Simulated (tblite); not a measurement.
Isomers of C8H8S. Method: GFN2-xTB as coded in tblite; computed harmonic values from a numerical Hessian at the method's own geometry, unscaled. Against measured fundamentals such values can be off by several per cent, at times by over 20. Modes of hydrogen on sulfur can be 10 to 20 % off. One conformer each.

Electronic energies: GFN2-xTB at the same geometries; isomer energies are rough at this level and their order can be wrong.

| SMILES | electronic energy, lowest = 0 (kcal/mol) |
| --- | --- |
| C=CSc1ccccc1 | 0.0 |
| S[C@]12[C@H]3[C@@H]4C5[C@H]3[C@H]1[C@@H]5[C@@H]42 | 31.2 |
| C=C/C=C/c1cccs1 | 8.0 |
| C#C/C=C/C(=S)CC=C | 58.0 |

Q: How do GFN2-xTB zero-point energies change the relative energies?

A: 
| SMILES | ZPE (kcal/mol) | of it from modes above 1550 cm⁻¹ | electronic (kcal/mol) | with ZPE, lowest = 0 (kcal/mol) | lowest mode (cm⁻¹) | rings |
| --- | --- | --- | --- | --- | --- | --- |
| C=CSc1ccccc1 | 81.7 | 42.3 | 0.0 | 0.0 | 34 | 1 |
| C=C/C=C/c1cccs1 | 81.1 | 40.1 | 8.0 | 7.4 | 63 | 1 |
| S[C@]12[C@H]3[C@@H]4C5[C@H]3[C@H]1[C@@H]5[C@@H]42 | 82.9 | 33.8 | 31.2 | 32.5 | 146 | 6 |
| C#C/C=C/C(=S)CC=C | 79.5 | 43.3 | 58.0 | 55.9 | 40 | 0 |

The zero-point energies span 3.4 kcal/mol, from `C#C/C=C/C(=S)CC=C` to `S[C@]12[C@H]3[C@@H]4C5[C@H]3[C@H]1[C@@H]5[C@@H]42`. The order is unchanged.

Q: What do entropy and thermal enthalpy add at 298.15 K and 1 bar (rigid rotor, harmonic oscillator, one conformer each)?

A: 
| SMILES | point group | symmetry number | S (cal/(mol K)) | H − H(0) (kcal/mol) | ZPE + H − H(0) − TS (kcal/mol) |
| --- | --- | --- | --- | --- | --- |
| C=CSc1ccccc1 | C1 | 1 | 93.2 | 6.07 | 59.9 |
| C=C/C=C/c1cccs1 | Cs | 1 | 93.1 | 6.15 | 59.5 |
| S[C@]12[C@H]3[C@@H]4C5[C@H]3[C@H]1[C@@H]5[C@@H]42 | Cs | 1 | 80.8 | 4.59 | 63.4 |
| C#C/C=C/C(=S)CC=C | C1 | 1 | 102.4 | 7.16 | 56.2 |
